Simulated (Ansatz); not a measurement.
Consider the redistribution: `O[Si](F)(Cl)Cl` + `C=C[SiH2][AlH2]` → `C=C[Si](F)(Cl)Cl` + `O[SiH2][AlH2]`.

Calculated with Ansatz (gas phase, PBE0-D4/def2-TZVP geometries, no zero-point term in ΔE). CCSD(T)/CBS adds triple-zeta CCSD(T) − MP2 to the extrapolated MP2 energy (def2 sets, frozen cores). Functionals use def2-TZVPP. B3LYP here is the variant with VWN-RPA as its local correlation; programs differ in this. HSE06 is defined as in plane-wave codes. One conformer a species, not always the lowest.

```json
{"level": "LDA (SPW92)", "ΔE (kJ/mol)": "25.6", "difference from CCSD(T)/CBS": "4.9"}
{"level": "revPBE-D4", "ΔE (kJ/mol)": "21.1", "difference from CCSD(T)/CBS": "0.4"}
{"level": "HSE06-D4", "ΔE (kJ/mol)": "22.1", "difference from CCSD(T)/CBS": "1.4"}
{"level": "revPBE", "ΔE (kJ/mol)": "20.4", "difference from CCSD(T)/CBS": "-0.3"}
{"level": "r2SCAN", "ΔE (kJ/mol)": "24.1", "difference from CCSD(T)/CBS": "3.4"}
{"level": "B3LYP", "ΔE (kJ/mol)": "18.4", "difference from CCSD(T)/CBS": "-2.3"}
{"level": "HF/def2-QZVPP", "ΔE (kJ/mol)": "18.8", "difference from CCSD(T)/CBS": "-1.9"}
{"level": "HF/CBS(def2)", "ΔE (kJ/mol)": "18.8", "difference from CCSD(T)/CBS": "-1.9"}
{"level": "MP2/CBS(def2)", "ΔE (kJ/mol)": "20.0", "difference from CCSD(T)/CBS": "-0.7"}
{"level": "CCSD/CBS(def2)", "ΔE (kJ/mol)": "20.1", "difference from CCSD(T)/CBS": "-0.6"}
{"level": "CCSD(T)/CBS", "ΔE (kJ/mol)": "20.7", "difference from CCSD(T)/CBS": "0"}
```

Largest T1 diagnostic among the species: 0.012.

Leaving LDA and LC-ωPBE aside and taking each functional with its dispersion term where it has one, the values, not all of them listed here, spread over 7.5 kJ/mol, from BLYP-D4 to r2SCAN0-D4. LDA lies +4.3 kJ/mol from PBE without D4.
